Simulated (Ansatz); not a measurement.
## Nudged elastic band run: C3H11ClSi2

The input (input.yaml):

```yaml
crystal:
  periodic: [false, false, false]
  atoms:
    - { symbol: C, position_ang: [-2.154618, -1.762406, -0.828537] }
    - { symbol: Si, position_ang: [-0.878707, -0.933374, 0.253811] }
    - { symbol: C, position_ang: [-0.129593, 0.536976, -0.658727] }
    - { symbol: C, position_ang: [0.684036, 1.491832, 0.243008] }
    - { symbol: Si, position_ang: [2.289394, 0.794002, 0.964712] }
    - { symbol: Cl, position_ang: [1.127455, 3.014406, -0.733592] }
    - { symbol: H, position_ang: [-1.710372, -2.122496, -1.761127] }
    - { symbol: H, position_ang: [-2.962788, -1.072632, -1.088831] }
    - { symbol: H, position_ang: [-2.600981, -2.621632, -0.319016] }
    - { symbol: H, position_ang: [0.16148, -1.874629, 0.59583] }
    - { symbol: H, position_ang: [-1.490604, -0.463732, 1.475106] }
    - { symbol: H, position_ang: [-0.945415, 1.108894, -1.121353] }
    - { symbol: H, position_ang: [0.505898, 0.179969, -1.479549] }
    - { symbol: H, position_ang: [0.036528, 1.880038, 1.047861] }
    - { symbol: H, position_ang: [3.091194, 0.248057, -0.101958] }
    - { symbol: H, position_ang: [1.95707, -0.249366, 1.905332] }
    - { symbol: H, position_ang: [3.001123, 1.845593, 1.647132] }
basis:
  gaussian: { orbitals: STO-3G }
hamiltonian:
  xc: pbe0
neb:
  order_check: false
  images: 7
  f_tol: 0.05
  max_iterations: 36
  initial_path: idpp
  final_atoms:
    - { symbol: C, position_ang: [-2.06286806, -1.10043687, 0.19133771] }
    - { symbol: Si, position_ang: [-0.41875071, -1.40656193, -0.64083187] }
    - { symbol: C, position_ang: [0.38094487, 0.20755142, -1.19994167] }
    - { symbol: C, position_ang: [0.47021914, 1.29825931, -0.10978428] }
    - { symbol: Si, position_ang: [1.61261303, 0.92685208, 1.35403197] }
    - { symbol: Cl, position_ang: [1.06055582, 2.88186906, -0.89215978] }
    - { symbol: H, position_ang: [-2.74032444, -0.5386997, -0.45873304] }
    - { symbol: H, position_ang: [-1.94589182, -0.53489541, 1.12046293] }
    - { symbol: H, position_ang: [-2.55191688, -2.04676579, 0.44107956] }
    - { symbol: H, position_ang: [-0.60652092, -2.22749033, -1.81411318] }
    - { symbol: H, position_ang: [0.4681, -2.09829214, 0.26502176] }
    - { symbol: H, position_ang: [-0.19851616, 0.60752309, -2.04305082] }
    - { symbol: H, position_ang: [1.3870285, -0.00390471, -1.58572522] }
    - { symbol: H, position_ang: [-0.54353417, 1.54934349, 0.24621687] }
    - { symbol: H, position_ang: [2.90739835, 0.53049246, 0.85886448] }
    - { symbol: H, position_ang: [1.0372852, -0.14803813, 2.12711166] }
    - { symbol: H, position_ang: [1.72527824, 2.10269409, 2.18031492] }
```

Command:

```bash
$ ansatz run input.yaml --threads 1 --pin off --max-ram 2048MiB --backend cpu --events-out ev --progress --plain --runs-dir out
```

Output, in part (warnings, iteration lines, the closing report on the highest movable image, with atoms numbered from 0):

```
NEB end point (image 0): max|allowed force component| = 4.545e-3 eV/Å (the criterion of neb.relax_end_points is 1.000e-2)
NEB end point (image 8): max|allowed force component| = 6.439e-3 eV/Å (the criterion of neb.relax_end_points is 1.000e-2)
NEB iter   1: max|band force component| = 2.062e0 eV/Å  barrier→ = 0.3689 eV  barrier← = 0.3618 eV  Δτ_max = 0.2000 Å  (196 SCF iters)
NEB iter   2: max|band force component| = 3.549e-1 eV/Å  barrier→ = 0.0961 eV  barrier← = 0.0890 eV  CI = image 4  Δτ_max = 0.0470 Å  (175 SCF iters)
NEB iter   3: max|band force component| = 1.231e-1 eV/Å  barrier→ = 0.0646 eV  barrier← = 0.0575 eV  CI = image 4  Δτ_max = 0.0423 Å  (176 SCF iters)
NEB iter   4: max|band force component| = 2.432e-2 eV/Å  barrier→ = 0.0606 eV  barrier← = 0.0535 eV  CI = image 4  Δτ_max = 0.0789 Å  (154 SCF iters)
NEB iter   5: max|band force component| = 7.022e-2 eV/Å  barrier→ = 0.0574 eV  barrier← = 0.0503 eV  CI = image 4  Δτ_max = 0.0394 Å  (24 SCF iters)
NEB iter   6: max|band force component| = 6.224e-2 eV/Å  barrier→ = 0.0560 eV  barrier← = 0.0489 eV  CI = image 4  Δτ_max = 0.0394 Å  (164 SCF iters)
NEB iter   7: max|band force component| = 4.797e-2 eV/Å  barrier→ = 0.0551 eV  barrier← = 0.0480 eV  CI = image 4  Δτ_max = 0.0392 Å  (164 SCF iters)
NEB iter   8: max|band force component| = 5.489e-2 eV/Å  barrier→ = 0.0542 eV  barrier← = 0.0471 eV  CI = image 4  Δτ_max = 0.0789 Å  (25 SCF iters)
NEB iter   9: max|band force component| = 3.693e-2 eV/Å  barrier→ = 0.0526 eV  barrier← = 0.0455 eV  CI = image 4  Δτ_max = 0.0787 Å  (169 SCF iters)
NEB iter  10: max|band force component| = 1.221e-1 eV/Å  barrier→ = 0.0516 eV  barrier← = 0.0445 eV  CI = image 4  Δτ_max = 0.1556 Å  (24 SCF iters)
NEB iter  11: max|band force component| = 5.486e-2 eV/Å  barrier→ = 0.0515 eV  barrier← = 0.0444 eV  CI = image 4  Δτ_max = 0.0809 Å  (168 SCF iters)
NEB iter  12: max|band force component| = 5.989e-2 eV/Å  barrier→ = 0.0515 eV  barrier← = 0.0444 eV  CI = image 4  Δτ_max = 0.0405 Å  (164 SCF iters)
NEB iter  13: max|band force component| = 4.132e-2 eV/Å  barrier→ = 0.0515 eV  barrier← = 0.0444 eV  CI = image 4  Δτ_max = 0.0000 Å  (300 SCF iters)
Total energy: -31198.56631021 eV, -1146.5261647526 hartree
Atom 0 at    -2.400041    -1.372915    -0.451602 Å, force     0.000191     0.000053    -0.000183 eV/Å
Atom 1 at    -0.602624    -1.283066     0.047395 Å, force    -0.000163     0.000528     0.000589 eV/Å
Atom 2 at     0.268301     0.107036    -0.894850 Å, force    -0.000851     0.000262    -0.000139 eV/Å
Atom 3 at     0.609653     1.339372    -0.025539 Å, force     0.001106    -0.000835    -0.000510 eV/Å
Atom 4 at     2.074308     1.130604     1.156045 Å, force     0.000917    -0.001162     0.003045 eV/Å
Atom 5 at     1.012610     2.779456    -1.136468 Å, force     0.000391     0.000470    -0.000615 eV/Å
Atom 6 at    -2.505061    -1.573498    -1.521887 Å, force     0.000033     0.000142     0.000069 eV/Å
Atom 7 at    -2.919573    -0.434400    -0.236656 Å, force     0.000043    -0.000002     0.000078 eV/Å
Atom 8 at    -2.917496    -2.171118     0.089029 Å, force     0.000285    -0.000017     0.000339 eV/Å
Atom 9 at     0.053083    -2.536064    -0.246517 Å, force    -0.000071     0.000021     0.000009 eV/Å
Atom 10 at    -0.509006    -1.042754     1.468256 Å, force    -0.000004    -0.000945    -0.000081 eV/Å
Atom 11 at    -0.390433     0.430473    -1.711914 Å, force     0.000245     0.000317    -0.000201 eV/Å
Atom 12 at     1.184624    -0.269572    -1.366831 Å, force     0.000030     0.000239    -0.000068 eV/Å
Atom 13 at    -0.289469     1.677847     0.517170 Å, force    -0.000054    -0.000231     0.000064 eV/Å
Atom 14 at     3.250061     0.806639     0.387103 Å, force    -0.000715     0.000618    -0.001091 eV/Å
Atom 15 at     1.791310     0.055884     2.077024 Å, force    -0.000772    -0.000156    -0.000328 eV/Å
Atom 16 at     2.270854     2.355576     1.890343 Å, force    -0.000610     0.000699    -0.000977 eV/Å
Dipole moment:    -0.127576    -0.465643     0.303057 e Å
```

It converged. The band force fell under the threshold earlier too, but the program's further tests of the path sent the band on. A vibrational analysis at the climbing image gives one clearly imaginary mode, 48i cm⁻¹: a first-order saddle point. Limits of this set-up: minimal basis.

Final band (atoms are numbered from 1 in the order of the input):

```tsv
image	path coordinate (Å)	energy (kJ/mol)	dihedral H11–Si2–C3–H12 (°)
0	0.00	0.0	-75
1	0.81	0.6	-88
2	1.63	2.3	-103
3	2.44	4.2	-118
4	3.25	5.0	-134
5	4.21	4.1	-152
6	5.16	2.4	-168
7	6.11	1.2	179
8	7.06	0.7	168
```

Time of the run: 5.3 min on 1 thread of Arm Neoverse V2, with other jobs on the host, peak memory 0.15 GiB.
